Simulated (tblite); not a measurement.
H9Si4 (SMILES [SiH3][Si]([SiH3])[SiH3]), doublet, at a GFN2-xTB geometry; GFN1-xTB run with tblite.

The tblite input:
```
$ tblite run mol.xyz --method gfn1 --charge 0 --spin 1 --etemp 2000 --json tblite.json --no-restart

# file mol.xyz
13

Si    -0.64128357     2.18177912     0.05481492
Si     0.05797390     0.01254242    -0.35377634
Si     2.16552900    -0.55530696     0.41955194
Si    -1.56463877    -1.63481843    -0.22792767
H      0.38427030     3.15177800    -0.34325110
H     -0.96382440     2.49841278     1.45372838
H     -1.85110654     2.49956383    -0.71088721
H      3.17212496     0.41234398    -0.02949024
H      2.57737442    -1.86772841    -0.08893903
H      2.31422011    -0.63162606     1.88007456
H     -1.05320717    -2.91736138    -0.72212183
H     -2.72966171    -1.29323917    -1.05092999
H     -2.09631772    -1.91088988     1.11453659
```

Output, abridged:

```
xTB calculator
 | screened Coulomb repulsion
 | Coulomb electrostatics
 |  * isotropic Klopman-Ohno-Mataga-Nishimoto electrostatics
 |  * onsite third-order electrostatics
 | DFT-D3(BJ) dispersion correction

halogen bonding energy    0.0000000000000E+00 Eh
repulsion energy          1.0966600515916E-01 Eh
dispersion energy        -5.7158129374467E-03 Eh
number of electrons       2.5000000000000E+01 e
integral cutoff           2.8146159136829E+01 bohr

------------------------------------------------------------
  cycle        total energy    energy error   density error
------------------------------------------------------------
      1     -12.16133884636  -1.2265289E+01   3.1066225E-01
      2     -12.18374224299  -2.2403397E-02   1.7654607E-01
      3     -12.18475666325  -1.0144203E-03   3.1961854E-02
      4     -12.18565633302  -8.9966977E-04   5.4354250E-03
      5     -12.18566303416  -6.7011433E-06   1.2137810E-03
      6     -12.18566324841  -2.1424265E-07   4.0656248E-04
      7     -12.18566344738  -1.9897219E-07   9.6607913E-05
      8     -12.18566345461  -7.2303905E-09   4.5580662E-06
------------------------------------------------------------

electronic energy        -1.2289613646831E+01 Eh
total energy             -1.2185663454610E+01 Eh

Post processing:
 | Mayer-Wiberg bond orders

[Info] JSON dump of results written to 'tblite.json'
```
